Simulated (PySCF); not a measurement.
**Continuum solvent and chemical shifts**

Bonds (- single, = double, # triple, : aromatic): C1-C2 1.486 Å, C2:N3 1.334 Å, N3:N4 1.313 Å, N4-C5 1.439 Å, N4:N6 1.319 Å, N6:C7 1.317 Å, C7-F8 1.315 Å, C7:C2 1.405 Å. C1 carries H9, H10, H11; C5 carries H12, H13, H14.

GIAO PBE0/pcSseg-1 in PySCF on one PBE0-D3(BJ)/def2-SVP conformer, non-relativistic, equivalent nuclei averaged. Solvents enter as an IEF-PCM continuum (tetrahydrofuran with ε = 7.4, dichloromethane with ε = 8.9) around the gas-phase geometry. Shifts are referred to TMS, CFCl3 computed in the same medium.

Gas phase, δ in ppm: C7 165.6, C2 130.5, C5 41.6, C1 9.2, F8 -158.3, H12/H13/H14 3.83, H9/H10/H11 2.26. Dipole moment 1.73 D.

Q: How does each δ change in the continuum?

A: 
```json
{"atoms": "C7", "environment": "aromatic carbon bearing fluorine", "Δδ, tetrahydrofuran": "+0.8", "Δδ, dichloromethane": "+0.8"}
{"atoms": "C2", "environment": "substituted aromatic carbon next to a ring nitrogen", "Δδ, tetrahydrofuran": "+2.4", "Δδ, dichloromethane": "+2.5"}
{"atoms": "C5", "environment": "methyl carbon bonded to N", "Δδ, tetrahydrofuran": "+1.1", "Δδ, dichloromethane": "+1.1"}
{"atoms": "C1", "environment": "methyl carbon on an aromatic ring", "Δδ, tetrahydrofuran": "+0.3", "Δδ, dichloromethane": "+0.3"}
{"atoms": "F8", "environment": "aryl fluorine", "Δδ, tetrahydrofuran": "-0.3", "Δδ, dichloromethane": "-0.2"}
{"atoms": "H12/H13/H14", "environment": "hydrogen on a methyl carbon bonded to N", "Δδ, tetrahydrofuran": "+0.14", "Δδ, dichloromethane": "+0.14"}
{"atoms": "H9/H10/H11", "environment": "hydrogen on a methyl carbon on an aromatic ring", "Δδ, tetrahydrofuran": "+0.09", "Δδ, dichloromethane": "+0.09"}
```

Changes are relative to the gas phase. The dipole moment becomes 2.00 D in tetrahydrofuran, 2.01 D in dichloromethane.

Q: Which of the listed nuclei move most (in ppm), and what does the model miss? (N and O are left out, as their reference compounds move with the solvent too.)

A: C2 (substituted aromatic carbon next to a ring nitrogen, +2.5 ppm) in dichloromethane. A continuum only polarises the solute; specific hydrogen bonds, the anisotropy of aromatic solvents and changes of geometry or conformer are outside it.
